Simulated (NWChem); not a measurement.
Molecule: C5H11O, doublet; SMILES [CH](O)CC(C)C

```xyz
17

C     -1.4309     1.1114     0.0779
C      0.0447     0.7941     0.2859
C      0.9073     2.0443     0.1655
C      0.5359    -0.3043    -0.6848
C     -0.1219    -1.6300    -0.5481
O      0.0066    -2.3210     0.6167
H     -1.7803     1.8706     0.7950
H     -1.6081     1.5062    -0.9371
H     -2.0593     0.2167     0.2041
H      0.1610     0.3948     1.3113
H      0.5957     2.8192     0.8833
H      0.8300     2.4788    -0.8455
H      1.9709     1.8239     0.3504
H      1.6304    -0.4201    -0.5419
H      0.4083     0.0491    -1.7229
H     -1.0513    -1.8741    -1.0691
H      0.8288    -2.0573     1.0462
```
Atoms are numbered in this order, from 1.

Program: NWChem. Pople sets run with spherical d functions. Spin-unrestricted. Coordinates come from a PBE0/def2-SVP, spin-unrestricted optimisation. Not confirmed as a minimum by frequencies. No stability test was run on the SCF state. Vzz is the largest principal value of the second derivative of the potential at the nucleus (NWChem prints the opposite sign); η is the asymmetry. Non-relativistic.

```csv
level,Vzz O6 (a.u.),η O6
PBE0/def2-SVP,1.573,0.78
PBE0/6-31G*,1.516,0.84
CAM-B3LYP/6-31G*,1.522,0.82
```
